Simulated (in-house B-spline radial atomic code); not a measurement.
RPA and G0W0 for Cu14+, [Ne] 3s2 3p3, highest spin, as one setting changes: the share of exact exchange in the PBE hybrid start. A dash marks a level of low quasi-particle weight. Computed with an all-electron radial atomic-structure program (B-spline basis): all electrons, scalar-relativistic (spin-free one-electron X2C), finite nucleus, each spin shell either full or empty, empty states to l = 9 with an (l + 1/2)⁻⁴ tail; G0W0 by contour deformation at full frequency.

```tsv
share of exact exchange in the PBE hybrid start	mean-field level (eV)	G0W0 level (eV)	RPA correlation (Eh)
0	-463.03	3p up -481.25	-1.0785
0.1	-464.96	3p up -481.32	-1.0647
0.2	?	?	?
0.3	-468.81	3p up -481.43	-1.0397
0.4	-470.73	3p up -481.48	-1.0282
0.5	-472.66	3p up -481.53	-1.0174
0.6	-474.58	3p up -481.57	-1.0071
0.7	-476.50	3p up -481.60	-0.99725
0.8	?	?	?
0.9	-480.34	3p up -481.66	-0.97891
1	-482.26	3p up -481.69	-0.97031
```

Q: What belongs in the row for 0.8?

A: mean-field level (eV): -478.42; G0W0 level (eV): 3p up -481.63; RPA correlation (Eh): -0.98788.

Q: What belongs in the row for 0.2?

A: mean-field level (eV): -466.88; G0W0 level (eV): 3p up -481.38; RPA correlation (Eh): -1.0518.

Q: At what share of exact exchange does G0W0 leave the highest level unchanged?

A: Near 0.97, where the shift changes sign (-1.320 eV at 0.9, +0.573 eV at 1).
